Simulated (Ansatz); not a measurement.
Isolated molecules relaxed with PBE0-D4/def2-TZVP in Ansatz; ΔE leaves out vibrations. CBS: MP2 limit from def2 TZ/QZ plus the TZ coupled-cluster correction, frozen cores. This one scheme is used for every species. Functionals use def2-TZVPP. Elements past krypton have def2 core potentials. For Te outer-core shells are correlated without core-valence functions, which leaves a few kJ/mol of doubt a bond.

Consider the substitution at a C–C bond: `CC([SiH3])[TeH]` + H–F → `FC([SiH3])[TeH]` + CH₄.

| level | ΔE (kcal/mol) |
| --- | --- |
| r2SCAN | 9.8 |
| PBE0 | 11.6 |

Task: What does CCSD(T)/CBS give? (Estimate.)

Result: Ansatz gave: +15.8 kcal/mol. The listed levels differ from it by -6.0, -4.2 kcal/mol.

Largest T1 diagnostic among the species: 0.012.

From PBE to PBE0 (25 % exact exchange), in def2-TZVPP and without D4, ΔE moves by +2.7 kcal/mol. In def2-TZVPP, CCSD(T) changes the Hartree–Fock value by +5.0 kcal/mol (the triples alone add +0.3 kcal/mol) and MP2 by +8.3 kcal/mol.
